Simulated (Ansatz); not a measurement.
Computed with Ansatz on PBE0-D4/def2-TZVP structures; ΔE is electronic, products minus reactants. CBS: MP2 limit from def2 TZ/QZ plus the TZ coupled-cluster correction, frozen cores. This one scheme is used for every species. Functionals use def2-TZVPP. Each species was taken in one conformer, which may not be the lowest.

Reaction (formal hydrolysis of the Si–S bond): `CS[SiH2][AlH][NH2]` + H₂O → `[NH2][AlH][SiH2]O` + CH₃SH

```csv
species,PBE-QIDH energy (Eh)
`CS[SiH2][AlH][NH2]`,-1027.14796
H₂O,-76.37259
`[NH2][AlH][SiH2]O`,-665.07802
CH₃SH,-438.44681
```

Q: Work out ΔE.

A: ΔE = (-665.07802) + (-438.44681) − (-1027.14796) − (-76.37259) = -0.00428 Eh = -11.2 kJ/mol. CCSD(T)/CBS gives -10.8 kJ/mol.

Q: What do rigid-rotor, harmonic-oscillator terms from PBE0-D4/def2-TZVP frequencies (298.15 K, 1 bar) make of the CCSD(T)/CBS value? (Estimate.)

A: Computed: ΔZPE = -2.1 kJ/mol, ΔH = -16.0 kJ/mol, ΔS = 15 J/(mol·K), ΔG = -20.4 kJ/mol. Modes under 50 cm⁻¹ make the entropy rough.

Largest T1 diagnostic among the species: 0.012.

The D4 term adds +12.2 kJ/mol with B3LYP and +6.9 kJ/mol with PBE0; it sums over pairs of atoms, weighted by their polarisabilities, and B3LYP, whose exchange is more repulsive, gets the larger term. Leaving LDA and LC-ωPBE aside and taking each functional with its dispersion term where it has one, the values, not all of them listed here, spread over 24.5 kJ/mol, from CAM-B3LYP-D4 to revPBE-D4. LDA lies +3.1 kJ/mol from PBE without D4. In def2-TZVPP, CCSD(T) changes the Hartree–Fock value by +24.0 kJ/mol (the triples alone add +4.9 kJ/mol) and MP2 by +28.4 kJ/mol.

B3LYP here is the variant with VWN-RPA as its local correlation; programs differ in this.
